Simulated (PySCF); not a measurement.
PySCF 2.14 output of an unrestricted r2SCAN calculation on a single atom or ion in def2-TZVPPD (6s6p4d2f1g, 67 functions), with no relativity, point nucleus:

```
SCF conv_tol = 1e-09
number electrons alpha = 12  beta = 9
    J. W. Furness, A. D. Kaplan, J. Ning, J. P. Perdew, and J. Sun.,  J. Phys. Chem. Lett. 11, 8208-8215 (2020)
    J. W. Furness, A. D. Kaplan, J. Ning, J. P. Perdew, and J. Sun.,  J. Phys. Chem. Lett. 11, 9248-9248 (2020)
    J. W. Furness, A. D. Kaplan, J. Ning, J. P. Perdew, and J. Sun.,  J. Phys. Chem. Lett. 11, 8208-8215 (2020)
    J. W. Furness, A. D. Kaplan, J. Ning, J. P. Perdew, and J. Sun.,  J. Phys. Chem. Lett. 11, 9248-9248 (2020)
cycle= 1 E= -760.503617942725  delta_E= -0.00628  |g|= 0.00907  |ddm|= 0.253
cycle= 2 E= -760.503679973858  delta_E= -6.2e-05  |g|= 0.00336  |ddm|= 0.0236
cycle= 3 E= -760.503686388432  delta_E= -6.41e-06  |g|= 0.00186  |ddm|= 0.0122
cycle= 4 E= -760.50368865794  delta_E= -2.27e-06  |g|= 0.000353  |ddm|= 0.00363
cycle= 5 E= -760.503689318905  delta_E= -6.61e-07  |g|= 0.000145  |ddm|= 0.0046
cycle= 6 E= -760.503689410194  delta_E= -9.13e-08  |g|= 4.35e-06  |ddm|= 0.00232
cycle= 7 E= -760.50368941025  delta_E= -5.67e-11  |g|= 6.55e-07  |ddm|= 5.58e-05
converged SCF energy = -760.50368941025  <S^2> = 3.7508138  2S+1 = 4.0004069
```

The run itself started from symmetry-adapted Hartree-Fock orbitals and held the occupation by maximum overlap, on a logarithmic radial grid, so the iterations belong to that start.

**Question.** Which element, charge and spin multiplicity is this?

**Answer.** Sc (scandium, neutral), multiplicity 4; the state was [Ar] 3d1 4s1 4p1, one real determinant (an excited configuration).

⟨L²⟩ = 8.03 against 12 for a pure F term, so this real determinant mixes terms.
